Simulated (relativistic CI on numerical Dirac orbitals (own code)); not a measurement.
Sensitivity of the levels of Xe35+ to α and to the nuclear radius

Computed by Dirac-Coulomb-Breit CI, KLI orbitals optimised for each configuration, derivatives by finite differences, unscaled Slater integrals, QED left out (own radial code, finite nucleus).

Configuration list (outside the closed core [Ne]): 3s²3p⁶3d, 3s²3p⁵3d², 3s3p⁶3d², 3s²3p⁶4s, 3s²3p⁶4p, 3p⁶3d³, 3p⁵3d⁴. Double excitations out of closed p, d and f shells are left out; levels of such configurations are missing from the list, as are those of other unlisted configurations, and high levels can miss mixing partners.

With x = (α/α₀)² − 1 an excitation energy changes as ω = ω₀ + qx; K = 2q/ω₀ is the relative enhancement. Terms are leading LS components, so labels can repeat. The field-shift factor is F = δν/δ⟨r²⟩ for the transition from the lowest level.

Lowest level 3s²3p⁶3d ²D3/2.

```csv
Level,ω₀ (cm⁻¹),q (cm⁻¹),F (GHz/fm²)
3s²3p⁶3d ²D5/2,135625,135900,1.24
3s²3p⁵3d² ⁴D°1/2,1318413,65650,4.09
3s²3p⁵3d² ⁴D°3/2,1328150,55130,4.15
3s²3p⁵3d² ⁴F°5/2,1365912,56700,4.28
3s²3p⁵3d² ⁴G°7/2,1390834,48130,4.2
3s²3p⁵3d² ⁴D°5/2,1444891,168200,5.17
3s²3p⁵3d² ⁴G°9/2,1472837,172400,5.37
3s²3p⁵3d² ⁴D°7/2,1475868,187000,5.35
3s²3p⁵3d² ⁴P°3/2,1480258,85860,4.17
3s²3p⁵3d² ²D°3/2,1501921,176400,5.09
3s²3p⁵3d² ⁴P°5/2,1512778,181100,5.35
3s²3p⁵3d² ⁴G°11/2,1517796,198100,5.73
3s²3p⁵3d² ²G°7/2,1536602,177000,5.37
3s²3p⁵3d² ⁴P°1/2,1566655,187300,5.06
3s²3p⁵3d² ²F°7/2,1590558,181600,5.6
3s²3p⁵3d² ²D°5/2,1600733,195200,5.63
3s²3p⁵3d² ⁴F°9/2,1603075,219000,5.88
3s²3p⁵3d² ²D°3/2,1616609,191700,5.2
3s²3p⁵3d² ²H°11/2,1635134,270900,6.49
3s²3p⁵3d² ²D°5/2,1654399,296900,6.27
3s²3p⁵3d² ²F°7/2,1691333,303900,6.36
3s²3p⁵3d² ²D°3/2,1695590,227700,2.42
3s²3p⁵3d² ²G°9/2,1699906,261000,6.37
```

At this charge energies of transitions that change n are usually good to better than 1 %, and those within a shell (Δn = 0) to a few per cent.

Question: Which transition from the lowest level has the largest |K|?

Answer: 3s²3p⁶3d ²D5/2 at 135625 cm⁻¹, K = 2.
